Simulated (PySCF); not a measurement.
PySCF job for C3H7BFN, SMILES C/C=C/B(N)F, ωB97X-D3(BJ)/def2-SVP. 

```python
import numpy as np
from pyscf import gto, scf, dft
from pyscf.geomopt import geometric_solver

mol = gto.M(
    atom='''
    C     0.09117590    2.84091085   -0.00000000
    C    -0.33119102    1.41100379    0.00000001
    C     0.49365802    0.36667721   -0.00000000
    B     0.08005404   -1.13480267   -0.00000000
    N    -1.22674053   -1.60739920   -0.00000000
    F     1.04714371   -2.07051362    0.00000000
    H    -0.30598330    3.34954527    0.87848053
    H     1.17446887    2.92988532    0.00000001
    H    -0.30598330    3.34954527   -0.87848054
    H    -1.40365571    1.25546693    0.00000000
    H     1.55807163    0.57551219    0.00000000
    H    -2.03994204   -1.02034040    0.00000000
    H    -1.43621344   -2.59073537    0.00000000
    ''',
    basis='def2-SVP',
    charge=0,
    spin=0,
    max_memory=1600,
    verbose=3,
)
mf = dft.RKS(mol, xc='wb97x-d3bj').density_fit(auxbasis='def2-universal-jkfit')
mf.grids.level = 3
mf.conv_tol = 1e-9
mf.max_cycle = 100
mf.kernel()
grad = mf.nuc_grad_method()
grad.grid_response = mol.nao <= 150
conv, mol_eq = geometric_solver.kernel(grad, convergence_set='GAU_TIGHT', maxsteps=100)
print(mol_eq.tostring(format='xyz'))
mf.reset(mol_eq)
mf.kernel()
```

It prints:

```
[...]
   C   0.528628   0.352213  -0.000000   -0.004009 -0.000028 -0.000000
   B   0.090287  -1.153206  -0.000000   -0.001197 -0.001182 -0.000000
   N  -1.242451  -1.595981  -0.000000   -0.000282 -0.004696 -0.000000
   F   1.057854  -2.098528  -0.000000    0.000998  0.000939  0.000000
   H  -0.331677   3.361528   0.885075    0.002976  0.003345  0.000091
   H   1.170579   2.966183  -0.000001    0.002397  0.000181 -0.000000
   H  -0.331677   3.361528  -0.885077    0.002976  0.003345 -0.000091
   H  -1.398627   1.207546  -0.000001   -0.001565  0.004821 -0.000000
   H   1.605989   0.569897  -0.000001   -0.003812  0.000350 -0.000000
   H  -2.039875  -0.975839  -0.000000   -0.001740 -0.006376 -0.000000
   H  -1.476920  -2.580654   0.000000    0.002186 -0.005406  0.000000
converged SCF energy = -297.964616714026
--------------- DFRKS_Scanner gradients ---------------
         x                y                z
0 C     0.0000253160     0.0000386494    -0.0000000013
1 C     0.0000054054    -0.0000463329     0.0000000009
2 C    -0.0000759607     0.0000438170     0.0000000007
3 B     0.0000447952     0.0000027448     0.0000000000
4 N    -0.0000189545     0.0000381722    -0.0000000002
5 F     0.0000329320    -0.0000327963    -0.0000000004
6 H    -0.0000049337    -0.0000080099     0.0000027867
7 H    -0.0000010413    -0.0000017404     0.0000000004
8 H    -0.0000049322    -0.0000080130    -0.0000027832
9 H     0.0000025505    -0.0000092954     0.0000000007
10 H    -0.0000100949    -0.0000224423     0.0000000003
11 H    -0.0000025000     0.0000115925    -0.0000000001
12 H     0.0000073972    -0.0000063121    -0.0000000004
----------------------------------------------
cycle 7: E = -297.964616714  dE = -3.78288e-06  norm(grad) = 0.000138281
Step    6 : Displace = 4.135e-03/6.665e-03 (rms/max) Trust = 2.215e-02 (+) Grad = 3.835e-05/8.769e-05 (rms/max) E (change) = -297.9646167140 (-3.783e-06) Quality = 1.010
Hessian Eigenvalues: 2.30000e-02 2.30000e-02 2.30000e-02 ... 5.22382e-01 5.61641e-01 6.11253e-01

Geometry optimization cycle 8
Cartesian coordinates (Angstrom)
 Atom        New coordinates             dX        dY        dZ
   C   0.077175   2.844993  -0.000001    0.000244  0.000200 -0.000000
   C  -0.313983   1.395524  -0.000001    0.000179  0.000254 -0.000000
   C   0.528699   0.352330  -0.000001    0.000071  0.000117 -0.000000
   B   0.089752  -1.152973  -0.000000   -0.000535  0.000233 -0.000000
   N  -1.242732  -1.596528  -0.000000   -0.000281 -0.000546  0.000000
   F   1.057396  -2.098157   0.000000   -0.000458  0.000372  0.000000
   H  -0.331353   3.361826   0.885062    0.000324  0.000298 -0.000013
   H   1.170839   2.966307  -0.000001    0.000261  0.000124 -0.000000
   H  -0.331353   3.361826  -0.885064    0.000324  0.000298  0.000013
   H  -1.398486   1.207948  -0.000001    0.000141  0.000402 -0.000000
   H   1.606117   0.569893  -0.000001    0.000128 -0.000004 -0.000000
   H  -2.040557  -0.976912  -0.000000   -0.000682 -0.001073 -0.000000
   H  -1.476632  -2.581334   0.000000    0.000289 -0.000680  0.000000
converged SCF energy = -297.964616713974
--------------- DFRKS_Scanner gradients ---------------
         x                y                z
0 C    -0.0000023060     0.0000091273     0.0000000014
1 C     0.0000074671    -0.0000188298     0.0000000011
2 C     0.0000487984     0.0000094260     0.0000000006
3 B    -0.0000425922     0.0000393939     0.0000000005
4 N     0.0000152660    -0.0000657004     0.0000000002
5 F    -0.0000289874     0.0000205294    -0.0000000006
6 H    -0.0000029492     0.0000011032     0.0000028367
7 H     0.0000011619    -0.0000027272     0.0000000018
8 H    -0.0000029511     0.0000011066    -0.0000028388
9 H    -0.0000057781     0.0000020121     0.0000000014
10 H     0.0000155801     0.0000079599     0.0000000004
11 H     0.0000077987     0.0000016397     0.0000000002
12 H    -0.0000105023    -0.0000050529    -0.0000000003
----------------------------------------------
cycle 8: E = -297.964616714  dE = 5.17275e-11  norm(grad) = 0.000112845
Step    7 : Displace = 5.566e-04/1.299e-03 (rms/max) Trust = 3.133e-02 (+) Grad = 3.130e-05/6.745e-05 (rms/max) E (change) = -297.9646167140 (+5.173e-11) Quality = -0.001
Hessian Eigenvalues: 2.30000e-02 2.30000e-02 2.30000e-02 ... 5.32559e-01 6.05610e-01 6.14167e-01

Geometry optimization cycle 9
Cartesian coordinates (Angstrom)
 Atom        New coordinates             dX        dY        dZ
   C   0.077153   2.844876  -0.000001   -0.000022 -0.000118 -0.000000
   C  -0.314074   1.395435  -0.000001   -0.000091 -0.000089 -0.000000
   C   0.528615   0.352242  -0.000001   -0.000084 -0.000088 -0.000000
   B   0.089945  -1.153117  -0.000000    0.000194 -0.000144 -0.000000
   N  -1.242673  -1.596236  -0.000000    0.000058  0.000292 -0.000000
   F   1.057543  -2.098367   0.000000    0.000147 -0.000210  0.000000
   H  -0.331345   3.361728   0.885057    0.000008 -0.000098 -0.000005
   H   1.170818   2.966145  -0.000001   -0.000021 -0.000161 -0.000000
   H  -0.331345   3.361728  -0.885059    0.000008 -0.000098  0.000005
   H  -1.398572   1.207882  -0.000001   -0.000087 -0.000067 -0.000000
   H   1.606001   0.569888  -0.000001   -0.000116 -0.000005 -0.000000
   H  -2.040387  -0.976476  -0.000000    0.000170  0.000436 -0.000000
   H  -1.476796  -2.580983   0.000000   -0.000164  0.000351  0.000000
converged SCF energy = -297.964616756268
--------------- DFRKS_Scanner gradients ---------------
         x                y                z
0 C     0.0000001609     0.0000051311    -0.0000000015
1 C    -0.0000017530     0.0000001798    -0.0000000001
2 C     0.0000007278     0.0000014980     0.0000000003
3 B     0.0000007127    -0.0000035016     0.0000000001
4 N     0.0000030654     0.0000027933     0.0000000002
5 F     0.0000035241    -0.0000005799    -0.0000000003
6 H    -0.0000010795    -0.0000010959    -0.0000002555
7 H    -0.0000013017    -0.0000015037     0.0000000019
8 H    -0.0000010793    -0.0000010947     0.0000002570
9 H    -0.0000005853     0.0000010483     0.0000000007
10 H     0.0000018863    -0.0000017490     0.0000000002
11 H    -0.0000042512    -0.0000050210     0.0000000001
12 H    -0.0000000121     0.0000039118    -0.0000000003
----------------------------------------------
cycle 9: E = -297.964616756  dE = -4.22942e-08  norm(grad) = 1.22645e-05
Step    8 : Displace = 2.277e-04/4.481e-04 (rms/max) Trust = 2.783e-04 (-) Grad = 3.402e-06/6.579e-06 (rms/max) E (change) = -297.9646167563 (-4.229e-08) Quality = 0.993
Hessian Eigenvalues: 2.30000e-02 2.30000e-02 2.30000e-02 ... 5.30389e-01 6.01092e-01 6.24874e-01

Geometry optimization cycle 10
Cartesian coordinates (Angstrom)
 Atom        New coordinates             dX        dY        dZ
   C   0.077212   2.844844  -0.000001    0.000059 -0.000032 -0.000000
   C  -0.314050   1.395415  -0.000001    0.000024 -0.000021 -0.000000
   C   0.528613   0.352205  -0.000001   -0.000002 -0.000038 -0.000000
   B   0.089904  -1.153140  -0.000000   -0.000042 -0.000023  0.000000
   N  -1.242737  -1.596188  -0.000000   -0.000063  0.000048 -0.000000
   F   1.057456  -2.098434   0.000000   -0.000087 -0.000067  0.000000
   H  -0.331271   3.361712   0.885055    0.000074 -0.000016 -0.000001
   H   1.170880   2.966101  -0.000001    0.000062 -0.000044 -0.000000
   H  -0.331272   3.361712  -0.885058    0.000074 -0.000016  0.000001
   H  -1.398551   1.207877  -0.000001    0.000021 -0.000004  0.000000
   H   1.605998   0.569841  -0.000001   -0.000003 -0.000047 -0.000000
   H  -2.040338  -0.976286  -0.000000    0.000049  0.000190 -0.000000
   H  -1.476963  -2.580915   0.000000   -0.000167  0.000068 -0.000000
converged SCF energy = -297.96461675784
--------------- DFRKS_Scanner gradients ---------------
         x                y                z
0 C     0.0000004251     0.0000016881    -0.0000000002
1 C    -0.0000005959    -0.0000010317    -0.0000000004
2 C    -0.0000020898     0.0000016600    -0.0000000013
3 B    -0.0000006652     0.0000029512    -0.0000000001
4 N    -0.0000002311    -0.0000016429     0.0000000001
5 F     0.0000013610    -0.0000014311    -0.0000000004
6 H    -0.0000007859    -0.0000003533    -0.0000000515
7 H    -0.0000006371     0.0000001867     0.0000000009
8 H    -0.0000007869    -0.0000003534     0.0000000532
9 H     0.0000001442    -0.0000008807     0.0000000011
10 H    -0.0000002829    -0.0000006143     0.0000000010
11 H     0.0000031238     0.0000019851     0.0000000002
12 H     0.0000009610    -0.0000021533    -0.0000000002
----------------------------------------------
cycle 10: E = -297.964616758  dE = -1.57115e-09  norm(grad) = 7.05856e-06
Step    9 : Displace = 5.416e-05/1.637e-04 (rms/max) Trust = 3.935e-04 (+) Grad = 1.958e-06/3.701e-06 (rms/max) E (change) = -297.9646167578 (-1.571e-09) Quality = 1.104
Hessian Eigenvalues: 2.30000e-02 2.30000e-02 2.30000e-02 ... 5.30440e-01 6.10043e-01 6.20091e-01

Geometry optimization cycle 11
Cartesian coordinates (Angstrom)
 Atom        New coordinates             dX        dY        dZ
   C   0.077344   2.844819  -0.000001    0.000132 -0.000025 -0.000000
   C  -0.313998   1.395415  -0.000001    0.000052 -0.000000 -0.000000
   C   0.528606   0.352158  -0.000001   -0.000007 -0.000047 -0.000000
   B   0.089801  -1.153159  -0.000000   -0.000102 -0.000018  0.000000
   N  -1.242868  -1.596121  -0.000000   -0.000131  0.000067  0.000000
   F   1.057291  -2.098512   0.000000   -0.000165 -0.000078  0.000000
   H  -0.331107   3.361718   0.885054    0.000165  0.000005 -0.000002
   H   1.171019   2.966025  -0.000001    0.000139 -0.000076 -0.000000
   H  -0.331107   3.361717  -0.885057    0.000165  0.000005  0.000001
   H  -1.398509   1.207936  -0.000001    0.000042  0.000059 -0.000000
   H   1.605999   0.569751  -0.000001    0.000001 -0.000090 -0.000000
   H  -2.040432  -0.976171  -0.000000   -0.000094  0.000115 -0.000000
   H  -1.477152  -2.580835   0.000000   -0.000188  0.000080  0.000000
converged SCF energy = -297.964616759831
--------------- DFRKS_Scanner gradients ---------------
         x                y                z
0 C    -0.0000008835    -0.0000025986     0.0000000016
1 C     0.0000011715    -0.0000006824     0.0000000008
2 C    -0.0000016096     0.0000000602     0.0000000011
3 B     0.0000017004     0.0000016951    -0.0000000002
4 N    -0.0000009426    -0.0000009529     0.0000000004
5 F    -0.0000006376     0.0000009303    -0.0000000005
6 H    -0.0000004233     0.0000006398     0.0000001402
7 H    -0.0000001608     0.0000013116    -0.0000000006
8 H    -0.0000004207     0.0000006365    -0.0000001386
9 H     0.0000002294    -0.0000011958    -0.0000000004
10 H    -0.0000014798     0.0000012189    -0.0000000004
11 H     0.0000024110     0.0000025199    -0.0000000001
12 H     0.0000010575    -0.0000035900    -0.0000000002
----------------------------------------------
cycle 11: E = -297.96461676  dE = -1.99145e-09  norm(grad) = 7.42173e-06
Step   10 : Displace = 8.109e-06/1.737e-05 (rms/max) Trust = 5.566e-04 (+) Grad = 2.058e-06/3.743e-06 (rms/max) E (change) = -297.9646167598 (-1.991e-09) Quality = 2.038
Hessian Eigenvalues: 2.30000e-02 2.30000e-02 2.30000e-02 ... 5.30440e-01 6.10043e-01 6.20091e-01
Converged! =D

13
XYZ from PySCF
C           0.07734378        2.84481908       -0.00000139
C          -0.31399831        1.39541451       -0.00000092
C           0.52860630        0.35215767       -0.00000062
B           0.08980121       -1.15315855       -0.00000018
N          -1.24286775       -1.59612134       -0.00000002
F           1.05729083       -2.09851211        0.00000007
H          -0.33110679        3.36171760        0.88505361
H           1.17101858        2.96602528       -0.00000147
H          -0.33110686        3.36171704       -0.88505669
H          -1.39850922        1.20793603       -0.00000081
H           1.60599873        0.56975118       -0.00000073
H          -2.04043230       -0.97617059       -0.00000017
H          -1.47715156       -2.58083511        0.00000026
converged SCF energy = -297.96461675983
```

The run converged.

Cost: very roughly 2.6 core-minutes.
